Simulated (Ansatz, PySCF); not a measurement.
Ligand exchange on a metal centre used in film growth or etching (Cd NH2-H). Gas-phase values, no solvent. One relaxed conformer stands for each flexible species; it need not be the lowest.

Quantity: redistribution energy (mixed species minus the weighted end members), in kJ/mol.

Level 1: frozen-core MP2/def2-TZVPP // r2SCAN-D4/def2-SVP (Ansatz, a quantum-chemistry and plane-wave program)
Level 2: BP86/6-31G* (LANL2DZ on Cd) // r2SCAN-D4/def2-SVP (PySCF)
Level 3: M06-2X/6-31G* (LANL2DZ on Cd) // r2SCAN-D4/def2-SVP (PySCF)
Level 4: PBE/6-31G* (LANL2DZ on Cd) // r2SCAN-D4/def2-SVP (PySCF)

```
species                                 level 1  level 2  level 3  level 4
--------------------------------------  -------  -------  -------  -------
1 of 2 NH2 replaced by H: [Cd(NH2)(H)]    -5.57    -0.71    -2.21    -0.51
```
